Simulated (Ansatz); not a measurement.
The same path of CH5AlSeSi (9 atoms, charge 0, multiplicity 1) was run 3 times with different band settings. The coordinate that changes most is the dihedral H6–Al1–Si2–Se4.

These are results of RKS B3LYP-D4/def2-SVP (Ansatz 0.2.0), not measurements.

Relaxed end points:

```xyz
9
Properties=species:S:1:pos:R:3
Al -0.998 1.171 -0.919
Si 1.160 0.305 -0.109
C 0.402 -0.910 1.119
Se -0.608 -1.326 -0.577
H -1.135 1.514 -2.456
H -1.861 1.805 0.247
H 2.429 -0.278 -0.656
H -0.269 -0.531 1.898
H 0.968 -1.794 1.436
```

```xyz
9
Properties=species:S:1:pos:R:3
Al -0.997 1.173 -0.920
Si 1.159 0.305 -0.107
C 0.404 -0.911 1.122
Se -0.611 -1.323 -0.573
H -1.863 1.814 0.239
H -1.133 1.503 -2.461
H 2.426 -0.277 -0.657
H -0.265 -0.532 1.903
H 0.968 -1.797 1.437
```

Common settings: movable images 5; climbing image yes; spring 5.0 eV/Å²; force threshold 0.05 eV/Å; iteration limit 60; end points relaxed.

| run | optimiser | start path |
| --- | --- | --- |
| 1 | quadratic models (default) | through a guess of the saddle point |
| 2 | fire | through a guess of the saddle point |
| 3 | quadratic models (default) | straight line |

Problem. What does each run give, and how far can it be trusted?

Solution. Run 1: converged after 9 iterations, highest image 0.586 eV above the first end. A vibrational analysis at the climbing image gives one clearly imaginary mode, 128i cm⁻¹: a first-order saddle point.
Run 2: converged after 39 iterations, highest image 0.587 eV above the first end. Another band between the same ends (5 images) ends at a top of the same energy, where a vibrational analysis finds 1 clearly imaginary mode.
Run 3: converged after 17 iterations, highest image 0.586 eV above the first end. Another band between the same ends (5 images) ends at a top of the same energy, where a vibrational analysis finds 1 clearly imaginary mode.
